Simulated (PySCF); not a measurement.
Assignment exercise: C₇H₁₄Si

Molfile (atoms numbered from 1):
```
C7H14Si
     RDKit          3D

 22 22  0  0  0  0  0  0  0  0999 V2000
    3.2357   -0.3512    0.0571 C   0  0  0  0  0  0  0  0  0  0  0  0
    2.5717    0.7158   -0.3577 C   0  0  0  0  0  0  0  0  0  0  0  0
    0.6924    0.8777   -0.3724 Si  0  0  0  0  0  4  0  0  0  0  0  0
   -0.0594    0.6328    1.3587 C   0  0  0  0  0  0  0  0  0  0  0  0
   -1.5661    0.4104    1.2534 C   0  0  0  0  0  0  0  0  0  0  0  0
   -1.9254   -0.7791    0.3657 C   0  0  0  0  0  0  0  0  0  0  0  0
   -1.6279   -0.5468   -1.1139 C   0  0  0  0  0  0  0  0  0  0  0  0
   -0.1318   -0.4873   -1.4110 C   0  0  0  0  0  0  0  0  0  0  0  0
    4.3143   -0.4071    0.0501 H   0  0  0  0  0  0  0  0  0  0  0  0
    2.7274   -1.2275    0.4272 H   0  0  0  0  0  0  0  0  0  0  0  0
    3.1405    1.5631   -0.7173 H   0  0  0  0  0  0  0  0  0  0  0  0
    0.3304    2.2069   -0.9001 H   0  0  0  0  0  0  0  0  0  0  0  0
    0.3929   -0.2328    1.8467 H   0  0  0  0  0  0  0  0  0  0  0  0
    0.1356    1.4893    2.0053 H   0  0  0  0  0  0  0  0  0  0  0  0
   -2.0383    1.3096    0.8502 H   0  0  0  0  0  0  0  0  0  0  0  0
   -1.9814    0.2423    2.2519 H   0  0  0  0  0  0  0  0  0  0  0  0
   -1.3791   -1.6615    0.7084 H   0  0  0  0  0  0  0  0  0  0  0  0
   -2.9927   -0.9885    0.4785 H   0  0  0  0  0  0  0  0  0  0  0  0
   -2.0977    0.3884   -1.4278 H   0  0  0  0  0  0  0  0  0  0  0  0
   -2.0843   -1.3537   -1.6954 H   0  0  0  0  0  0  0  0  0  0  0  0
    0.3139   -1.4567   -1.1797 H   0  0  0  0  0  0  0  0  0  0  0  0
    0.0190   -0.3247   -2.4788 H   0  0  0  0  0  0  0  0  0  0  0  0
  1  2  2  0
  2  3  1  0
  3  4  1  0
  4  5  1  0
  5  6  1  0
  6  7  1  0
  7  8  1  0
  8  3  1  0
  1  9  1  0
  1 10  1  0
  2 11  1  0
  3 12  1  0
  4 13  1  0
  4 14  1  0
  5 15  1  0
  5 16  1  0
  6 17  1  0
  6 18  1  0
  7 19  1  0
  7 20  1  0
  8 21  1  0
  8 22  1  0
M  END
```

Calculated, not measured (PySCF 2.14.0 with density-fitted response routines): GFN2-xTB structure, GIAO PBE0/pcSseg-1 shieldings. One computed conformer, averaged over atoms made equivalent by symmetry, fast rotation or ring inversion, no solvent, relativity neglected.

δ = σ(ref) − σ, references computed at the same level: $^{13}$C (σref 186.93) and $^{1}$H (σref 31.72) against TMS.

**Question.** Assign these signals to the numbered atoms. $^{13}$C{$^{1}$H} NMR (computed): δ 143.9, 142.1, 33.8, 29.5, 16.2.

**Answer.** 
143.9 → C2, alkene CH: an sp2 carbon of a C=C bond
142.1 → C1, terminal =CH2 carbon: the olefinic region
33.8 → C6, sp3 CH2 in a ring: saturated and bonded to C and H only
29.5 → C5/C7, sp3 CH2 in a ring
16.2 → C4/C8, sp3 CH2 bonded to Si

C2 and C1 lie closer than the usual error of such a calculation, so a measured spectrum could show them in the other order.

**Question.** Assign these signals to the numbered atoms. $^{1}$H NMR (600 MHz, computed): δ 6.65 (m, 1H), 6.55 (m, 1H), 6.05 (m, 1H), 4.39 (m, 1H), 2.18 (m, 2H), 1.84 (m, 1H), 1.30 (m, 2H), 1.09 (m, 2H), 1.07 (m, 1H), 0.65 (m, 2H).

**Answer.** 
| δ (ppm) | atoms | environment | reason |
| --- | --- | --- | --- |
| 6.65 | H11 | hydrogen on an alkene CH | olefinic region |
| 6.55 | H9 | hydrogen on a terminal =CH2 carbon | a vinylic proton, deshielded by the sp2 carbon and the C=C anisotropy |
| 6.05 | H10 | hydrogen on a terminal =CH2 carbon | – |
| 4.39 | H12 | hydrogen on a silicon bonded to 3 C, in a 6-membered ring | – |
| 2.18 | H16/H20 | hydrogen on an sp3 CH2 in a ring | – |
| 1.84 | H18 | hydrogen on an sp3 CH2 in a ring | far from electronegative atoms and π systems |
| 1.30 | H15/H19 | hydrogen on an sp3 CH2 in a ring | – |
| 1.09 | H14/H22 | hydrogen on an sp3 CH2 bonded to Si | – |
| 1.07 | H17 | hydrogen on an sp3 CH2 in a ring | far from electronegative atoms and π systems |
| 0.65 | H13/H21 | hydrogen on an sp3 CH2 bonded to Si | an electropositive neighbour shields it, as in TMS itself |

H11 and H9; H14/H22 and H17 lie closer than the usual error of such a calculation, so a measured spectrum could show them in the other order.

Shifts are as computed. Against solution values, carbons near 30 ppm lie about +3 ppm off and those near 130 ppm about +5 ppm. Of 1211 compounds with measured shifts, 218 miss one by over three times the rms of a fit or turn the order of signals round; such compounds aren't used in these exercises. Multiplicities follow the n + 1 count of equivalent neighbours, as no J values were calculated; m marks all less simple cases, F and P coupling included.
